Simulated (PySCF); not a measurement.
**Broadened absorption spectrum of C6H8N2O**

C6H8N2O.
Atom-mapped SMILES: `[N:1]#[C:2][C@H:3]1[CH2:4][C@H:5]([C:6]([NH2:7])=[O:8])[CH2:9]1` (hydrogens: H10 on C3; H11, H12 on C4; H13 on C5; H14, H15 on N7; H16, H17 on C9)

Cartesian coordinates in Å at the GFN2-xTB level; atoms count from 1:
```xyz
17
C6H8N2O angstrom
N     -3.5593   -0.7736   -0.9366
C     -2.7186   -0.3716   -0.2731
C     -1.6378    0.1191    0.5326
C     -0.4720   -0.8849    0.6814
C      0.4338    0.0472   -0.1532
C      1.6783    0.5095    0.5864
N      2.6706   -0.4112    0.6006
O      1.7745    1.5803    1.1387
C     -0.6929    1.0880   -0.2143
H     -2.0383    0.5009    1.4737
H     -0.1425   -1.0099    1.7112
H     -0.6576   -1.8637    0.2418
H      0.7134   -0.3690   -1.1219
H      3.5249   -0.1991    1.0886
H      2.5857   -1.2997    0.1414
H     -1.0177    1.3670   -1.2141
H     -0.4516    1.9827    0.3564
```

Level of theory: TDDFT CAM-B3LYP/def2-SVPD, vertical, gas phase, core orbitals frozen in the response (PySCF 2.14.0, density-fitted response routines).

Computed states:

```tsv
state	E (eV)	f
S1	5.77	0.0008
S2	7.27	0.016
S3	7.34	0.024
S4	7.62	0.089
S5	7.69	0.058
S6	7.93	0.010
S7	7.95	0.0083
S8	8.03	0.0052
```

Each state is given a Gaussian of 0.5 eV full width at half maximum, with ε(max) = 2.175×10⁸ f / Δν̃ (Δν̃ the width in cm⁻¹). The width is an assumption, not a result. The curve ends short of the highest state used, and states not computed would add to its high-energy end.

(1) What does the envelope look like, and where are its maxima?

(2) Coming from long wavelengths, where does ε first pass 100 L mol⁻¹ cm⁻¹?

(3) On this curve, what absorbance would a 10⁻⁵ mol/L sample give at 222 nm over a 1 cm path?

(4) Does any computed singlet lie in the visible range?

## Answers

(1) 
(E (eV), ε (L mol⁻¹ cm⁻¹)): (5.02, 0), (5.06, 0), (5.11, 0), (5.15, 1), (5.19, 1), (5.24, 2), (5.28, 3), (5.32, 5), (5.37, 8), (5.41, 11), (5.46, 16), (5.50, 20), (5.54, 25), (5.59, 32), (5.63, 37), (5.68, 42), (5.72, 44), (5.76, 45), (5.81, 44), (5.85, 42), (5.89, 38), (5.94, 33), (5.98, 27), (6.03, 21), (6.07, 16), (6.11, 12), (6.16, 8), (6.20, 6), (6.25, 3), (6.29, 2), (6.33, 1), (6.38, 1), (6.42, 1), (6.46, 1), (6.51, 2), (6.55, 4), (6.60, 9), (6.64, 16), (6.68, 29), (6.73, 56), (6.77, 91), (6.81, 145), (6.86, 245), (6.90, 361), (6.95, 561), (6.99, 774), (7.03, 1037), (7.08, 1445), (7.12, 1836), (7.17, 2408), (7.21, 2931), (7.25, 3514), (7.30, 4319), (7.34, 5017), (7.38, 5746), (7.43, 6663)

Maxima: 215 nm (5.77 eV), ε about 45, made up of S1 (100%) (ε in L mol⁻¹ cm⁻¹; maxima over ε = 5, shares over 10%). At its high-energy end, 7.43 eV, the curve is still rising (ε about 6700, from S2, S3, S4 and S5).

(2) At about 183 nm (6.78 eV), 1.01 eV above S1.

(3) 222 nm is 5.585 eV, where ε is about 31 L mol⁻¹ cm⁻¹, so A = ε c l ≈ 0.00031 (Beer–Lambert, with the gas-phase spectrum and the assumed width).

(4) No computed singlet lies in the visible range (380 to 750 nm); the lowest, at 215 nm, stands 2.51 eV above its violet end (3.26 eV).

One conformer stands for the species.
